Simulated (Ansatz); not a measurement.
C4H10AlO (SMILES [CH3][Al][O]C(C)C), doublet, geometry from GFN2-xTB (such geometries of metal compounds can be far from the true shape) (the spin is typed, not shown lowest), atoms displaced at random by about 0.08 Å a coordinate; R2SCAN/STO-3G, gradient (Ansatz, a program for electronic structure).

Ansatz was given this input:
Ansatz 0.2 input:
```yaml
crystal:
  periodic: [false, false, false]
  atoms:
    - {symbol: Al, position_ang: [0.62637560, 0.44743220, 1.39967846]}
    - {symbol: C, position_ang: [-0.40417025, 1.27894685, 3.03120919]}
    - {symbol: H, position_ang: [-1.37814865, 0.75680299, 3.33952515]}
    - {symbol: H, position_ang: [-0.76783226, 2.38141986, 2.72899490]}
    - {symbol: H, position_ang: [0.30424866, 1.43940386, 3.75027030]}
    - {symbol: O, position_ang: [0.03613636, 0.18024784, -0.08940384]}
    - {symbol: C, position_ang: [-0.62192843, -0.38000459, -1.55353619]}
    - {symbol: C, position_ang: [-0.63540320, -1.76942067, -1.37905336]}
    - {symbol: C, position_ang: [0.55750495, 0.13293598, -2.56051253]}
    - {symbol: H, position_ang: [-1.56459868, 0.23126637, -1.73724014]}
    - {symbol: H, position_ang: [0.24907634, -2.45469662, -1.12431207]}
    - {symbol: H, position_ang: [-1.08124218, -2.07774699, -2.42790345]}
    - {symbol: H, position_ang: [-1.36998847, -2.11910639, -0.57732290]}
    - {symbol: H, position_ang: [0.76646266, 1.11063090, -2.47186725]}
    - {symbol: H, position_ang: [1.54716146, -0.54887839, -2.22932015]}
    - {symbol: H, position_ang: [0.17951617, -0.26435619, -3.42650374]}
basis:
  gaussian:
    orbitals: STO-3G
hamiltonian:
  xc: r2scan
magnetization: {spin_polarized: true, initial_magnetization: 1}
output: {forces: true}
```

**Question.** Write the output that Ansatz gives for this input, abridged.

**Answer.** 
```
Functional definition: r2SCAN
589 factors; integrals over basis functions are off by at most 6.2e-5 eV
mean field evaluation 1: about -12783.9774 eV, gradient 2.3e1 eV
mean field evaluation 2: about -12725.7094 eV, gradient 1.0e2 eV
mean field evaluation 4: about -12787.7290 eV, gradient 4.9e0 eV
mean field evaluation 8: about -12787.7042 eV, gradient 1.9e-1 eV
mean field evaluation 16: about -12787.7046 eV, gradient 2.4e-4 eV
mean field -12787.70460206 eV, -469.9394763081 hartree, gradient 1.5e-5 eV, S^2 0.759777; 0 other end points of the search recorded, 0 dependent functions left out
the calculation of the forces begins
reference -12787.70461139 eV, -469.9394766510 hartree; 28, 27 occupied and 16, 17 virtual orbitals, 589 factors
Total energy: -12787.70461139 eV, -469.9394766510 hartree
Atom 0 at     0.626376     0.447432     1.399678 Å, force    -0.432772     0.452727     1.417191 eV/Å
Atom 1 at    -0.404170     1.278947     3.031209 Å, force    -4.241613     1.664386    -5.149583 eV/Å
Atom 2 at    -1.378149     0.756803     3.339525 Å, force     1.964803     0.507242     0.063201 eV/Å
Atom 3 at    -0.767832     2.381420     2.728995 Å, force     0.961835    -2.754525     0.547404 eV/Å
Atom 4 at     0.304249     1.439404     3.750270 Å, force     1.968665     0.036698     3.235135 eV/Å
Atom 5 at     0.036136     0.180248    -0.089404 Å, force    -2.063397    -0.823285    -3.365959 eV/Å
Atom 6 at    -0.621928    -0.380005    -1.553536 Å, force     5.309466     9.385830     4.416264 eV/Å
Atom 7 at    -0.635403    -1.769421    -1.379053 Å, force    -3.232919    -8.064314    -1.118490 eV/Å
Atom 8 at     0.557505     0.132936    -2.560513 Å, force     1.333635    -8.090258     5.092965 eV/Å
Atom 9 at    -1.564599     0.231266    -1.737240 Å, force     0.531952    -1.263649     0.195467 eV/Å
Atom 10 at     0.249076    -2.454697    -1.124312 Å, force    -0.387137     2.102230    -0.946675 eV/Å
Atom 11 at    -1.081242    -2.077747    -2.427903 Å, force     0.855673    -0.810636     2.180180 eV/Å
Atom 12 at    -1.369988    -2.119106    -0.577323 Å, force     0.341423     0.728705    -1.206155 eV/Å
Atom 13 at     0.766463     1.110631    -2.471867 Å, force     0.671328     4.799730    -0.036961 eV/Å
Atom 14 at     1.547161    -0.548878    -2.229320 Å, force    -3.179205     2.518967    -1.294172 eV/Å
Atom 15 at     0.179516    -0.264356    -3.426504 Å, force    -0.401736    -0.389847    -4.029811 eV/Å
Dipole moment:     0.120895    -0.252091    -0.320109 e Å
```
